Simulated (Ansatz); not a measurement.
```yaml
crystal:
  periodic: [false, false, false]
  atoms:
    - {symbol: S, position_ang: [-1.312508, 0.239528, -0.005059]}
    - {symbol: Al, position_ang: [-0.044925, -0.037515, -0.241548]}
    - {symbol: S, position_ang: [0.864876, 0.005682, 0.853726]}
    - {symbol: S, position_ang: [0.366324, -0.337851, -1.424699]}
    - {symbol: H, position_ang: [-1.411546, 0.354886, 0.910782]}
    - {symbol: H, position_ang: [0.393644, 0.196094, 1.529408]}
    - {symbol: H, position_ang: [1.087832, -0.426595, -1.213917]}
basis:
  gaussian: {orbitals: cc-pVTZ, point_charges: [{charge: -1.00, position_ang: [6.057, -0.903, -0.167]}]}
hamiltonian: {xc: {name: BHLYP}}
```

```sh
$ ansatz run in.yaml --threads 4 --pin off --events-out ev --progress --plain --max-ram 10444MiB
```

Shortened log:

```
Functional definition: BHLYP
1483 factors; their error is unknown
mean field evaluation 1: about -39058.9099 eV, gradient 5.8e1 eV
mean field evaluation 2: about -39059.1515 eV, gradient 5.6e1 eV
mean field evaluation 4: about -39065.8064 eV, gradient 1.3e0 eV
mean field evaluation 8: about -39065.8242 eV, gradient 2.1e-2 eV
mean field evaluation 16: about -39065.9968 eV, gradient 4.9e-5 eV
mean field -39065.99676013 eV, -1435.6489010513 hartree, gradient 4.9e-5 eV, S^2 0.000000; 0 other end points of the search recorded, 0 dependent functions left out
reference -39065.99690851 eV, -1435.6489065041 hartree; 32, 32 occupied and 146, 146 virtual orbitals, 1483 factors
Total energy: -39065.99690851 eV, -1435.6489065041 hartree
```

Something in this input is off. What?

The geometry is squeezed to about two thirds of its size. The calculation finished and met its thresholds. The result belongs to that input, not to the molecule as meant.
